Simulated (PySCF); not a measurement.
Re³⁰⁺: ionisation energy

Re³⁰⁺ [Kr] 4d9 [4d3/2^4 4d5/2^5, M_J = 5/2] → Re³¹⁺ [Kr] 4d8 [4d3/2^4 4d5/2^4, M_J = 4], as a difference of total energies. Calculation: PySCF 2.14, in an even-tempered Gaussian basis (17 s from 2.8 bohr⁻², ratio 2.8; 14 p from 3.6 bohr⁻², ratio 2.8; 10 d from 3.6 bohr⁻², ratio 2.8; 3 f from 17 bohr⁻², ratio 3); the two-component X2C-1e Hamiltonian. Correlated levels: [Ar] 3d10 frozen; the 102 highest virtual spinors dropped. "Screened" scales the spin-orbit matrix elements by Boettger's factors to mimic the two-electron term; Breit and QED terms are absent.

```csv
method,ionisation energy (eV)
GHF (screened spin-orbit),1241.3
GMP2 (screened spin-orbit),1241.8
```

Breit and QED terms and the two-electron picture change are absent.

The labels give the starting determinants; with spin-orbit coupling the two ends relaxed to ⟨J²⟩ = 8.75, ⟨L²⟩ = 6.09, ⟨S²⟩ = 0.84 and ⟨J²⟩ = 20.00, ⟨L²⟩ = 12.97, ⟨S²⟩ = 1.87.

For comparison: 1242 ± 4 eV (theoretical estimate listed by NIST; NIST Atomic Spectra Database, ionization energies).
